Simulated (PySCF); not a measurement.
Ti(Cl)3, SMILES [Cl][Ti]([Cl])[Cl], doublet at its CAM-B3LYP/def2-SVP optimised geometry (Å):

```
4

Ti    -0.5454     0.0003     0.0000
Cl     1.6380     0.0003     0.0000
Cl    -1.6373    -1.8902     0.0030
Cl    -1.6380     1.8902     0.0000
```

Method: unrestricted CAM-B3LYP/def2-TZVP in PySCF 2.14.0. Cells within 0.4 Å of a nucleus heavier than hydrogen are left out (blank, or x).

Map of the spin density (e/bohr³), clipped to [-0.05, 0.10] on the plane z = 0.0 Å:

```
|00000000000000000000000000000|
|00000000000000000000000000000|
|00000000000000000000000000000|
|00000000000000000000000000000|
|00000000000000000000000000000|
|00000000000000000000000000000|
|00000000000000000000000000000|
|0000000xxx0000000000000000000|
|00000000xx0000000000000000000|
|00000000000000000000000000000|
|00000000000000000000000000000|
|00000000000111000000000000000|
|00000000001354100000000000000|
|000000000039xx41000xx00000000|
|00000000015xxx61000xxx0000000|
|000000000039xx41000xx00000000|
|00000000001354100000000000000|
|00000000000111000000000000000|
|00000000000000000000000000000|
|00000000000000000000000000000|
|00000000xx0000000000000000000|
|0000000xxx0000000000000000000|
|00000000000000000000000000000|
|00000000000000000000000000000|
|00000000000000000000000000000|
|00000000000000000000000000000|
|00000000000000000000000000000|
|00000000000000000000000000000|
|00000000000000000000000000000|
```
Scale: ten equal steps from -0.002 (start of '0') to 0.100 (end of '9'), in the order '0123456789'; x runs from -4.00 to 4.00, y from -4.00 (bottom) to 4.00 (top).
